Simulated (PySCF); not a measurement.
Species: C6H7N2P.
Structure used (GFN2-xTB), in Å, numbered top down from 1:
```xyz
16
C6H7N2P angstrom
C     -1.9735   -0.3932    0.3968
C     -0.8498    0.4037   -0.1672
C     -0.9497    1.5846   -0.8580
P      0.6000    2.2168   -1.3648
C      1.3360    0.8333   -0.6068
C      2.7023    0.5659   -0.5711
N      3.8328    0.3520   -0.5470
N      0.4305   -0.0132   -0.0260
C      0.8085   -1.2198    0.6600
H     -2.9157    0.1055    0.1903
H     -2.0035   -1.3902   -0.0437
H     -1.8682   -0.5040    1.4762
H     -1.8864    2.0694   -1.0646
H      0.4677   -1.1930    1.6977
H      0.3686   -2.0919    0.1706
H      1.8930   -1.3170    0.6462
```

Computed at PBE0/pcSseg-1 (PySCF, non-relativistic), with Q(14N) = 0.02044 b: N7, 14N (I = 1): χzz = -4.482 MHz, η = 0.343; N8, 14N (I = 1): χzz = -2.899 MHz, η = 0.219.

(1) Find the zero-field quadrupole resonance frequencies of 14N at N7.

(2) Where would the pure quadrupole (NQR) lines of 14N at N8 fall for the rigid, isolated species?

## Answers

(1) From ν± = (3/4)|χ|(1 ± η/3) and ν0 = |χ|η/2: ν+ 3.746 MHz, ν− 2.977 MHz, ν0 0.769 MHz (nitrile nitrogen).

(2) From ν± = (3/4)|χ|(1 ± η/3) and ν0 = |χ|η/2: ν+ 2.333 MHz, ν− 2.016 MHz, ν0 0.318 MHz (pyrrole-type nitrogen).

In a crystal, neighbours and librations shift these lines. GFN2-xTB bond lengths can be off by several hundredths of an ångström, more for odd bonds, and the gradients follow them. With so small a basis the couplings can be 20 % off.
